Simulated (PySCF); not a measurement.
H5NO3Sn. Atoms are numbered in the order given.

```xyz
10

N      1.7009    -0.8205    -0.7733
Sn     0.0107     0.0034    -0.0066
O      0.2792     1.6903     1.0052
O     -1.1576     0.2726    -1.5866
O     -0.8608    -1.1533     1.3544
H      1.7416    -0.6698    -1.7829
H      2.5375    -0.4020    -0.3639
H     -0.0604     1.5890     1.9074
H     -2.0054     0.6705    -1.3425
H     -0.7429    -2.0905     1.1416
```
Charge 0, spin multiplicity 1.

The structure is a stationary point at B3LYP-D3(BJ)/def2-SVP. The structure was generated by enumeration; whether it is a known compound was not checked. The def2 effective core potentials stand for the cores of Sn; spin–orbit coupling is left out. One conformer was computed; it need not be the lowest.

Level of theory: CAM-B3LYP/def2-TZVP (PySCF).

ESP charges are fitted to the potential on shells at 1.4 to 2.0 van der Waals radii. Atomic charges (e):

```
atom  ESP fit  Mulliken  Löwdin
----  -------  --------  ------
N1      -1.02     -0.76   -0.41
Sn2      1.32      1.34    0.62
O3          ?     -0.68   -0.34
O4          ?     -0.69   -0.34
O5          ?     -0.68   -0.35
H6          ?      0.25    0.16
H7          ?      0.25    0.16
H8          ?      0.33    0.17
H9          ?      0.32    0.17
H10         ?      0.32    0.17
```

**Question.** Fill in the missing entries. (Estimate from the structure and the level; the computed values follow.)

**Answer.** 
- O3, ESP fit: -0.79
- O4, ESP fit: -0.75
- O5, ESP fit: -0.81
- H6, ESP fit: 0.40
- H7, ESP fit: 0.37
- H8, ESP fit: 0.44
- H9, ESP fit: 0.41
- H10, ESP fit: 0.43
